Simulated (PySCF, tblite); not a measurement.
Isomers of CH8O3Si3. Computed with GFN2-xTB (tblite): harmonic, unscaled wavenumbers at the GFN2-xTB geometry, gas phase. Against measured fundamentals such values can be off by several per cent, at times by over 20. Modes of hydrogen on silicon can be 10 to 20 % off. One conformer each.

Electronic energies: PBE0/pcSseg-1 single points on the GFN2-xTB geometries (PySCF, gas phase).

```tsv
SMILES	electronic energy, lowest = 0 (kcal/mol)
[SiH3]OC1O[SiH2][SiH2]O1	122.9
[SiH3]O[Si@@H]1OC[SiH2]O1	53.8
CO[SiH]1O[SiH2][SiH2]O1	54.9
C[SiH]1O[SiH2]O[SiH2]O1	0.0
```

Problem. How do GFN2-xTB zero-point energies change the relative energies?

Solution. 
| SMILES | ZPE (kcal/mol) | of it from modes above 1550 cm⁻¹ | electronic (kcal/mol) | with ZPE, lowest = 0 (kcal/mol) | lowest mode (cm⁻¹) | rings |
| --- | --- | --- | --- | --- | --- | --- |
| C[SiH]1O[SiH2]O[SiH2]O1 | 58.6 | 29.7 | 0.0 | 0.0 | 57 | 1 |
| [SiH3]O[Si@@H]1OC[SiH2]O1 | 56.4 | 28.1 | 53.8 | 51.7 | 32 | 1 |
| CO[SiH]1O[SiH2][SiH2]O1 | 58.0 | 28.8 | 54.9 | 54.4 | 51 | 1 |
| [SiH3]OC1O[SiH2][SiH2]O1 | 54.8 | 26.5 | 122.9 | 119.2 | 46 | 1 |

The zero-point energies span 3.8 kcal/mol, from `[SiH3]OC1O[SiH2][SiH2]O1` to `C[SiH]1O[SiH2]O[SiH2]O1`. The order is unchanged.

Problem. And how do the electronic energies of GFN2-xTB itself compare?

Solution. `C[SiH]1O[SiH2]O[SiH2]O1` 0.0; `[SiH3]O[Si@@H]1OC[SiH2]O1` 48.3; `CO[SiH]1O[SiH2][SiH2]O1` 56.5; `[SiH3]OC1O[SiH2][SiH2]O1` 98.3 kcal/mol, lowest = 0. Against the energies above, taken from the same isomer `C[SiH]1O[SiH2]O[SiH2]O1`, the largest difference is 24.6 kcal/mol.

Problem. What do entropy and thermal enthalpy add at 298.15 K and 1 bar (rigid rotor, harmonic oscillator, one conformer each)?

Solution. 
```
                   SMILES  point group  symmetry number  S (cal/(mol K))  H − H(0) (kcal/mol)  ZPE + H − H(0) − TS (kcal/mol)
[SiH3]O[Si@@H]1OC[SiH2]O1           C1                1            103.1                 7.14                            32.8
  CO[SiH]1O[SiH2][SiH2]O1           C1                1            100.4                 7.18                            35.3
 [SiH3]OC1O[SiH2][SiH2]O1           C1                1             98.5                 6.88                            32.3
```

Not tabulated: `C[SiH]1O[SiH2]O[SiH2]O1` (point group not settled).
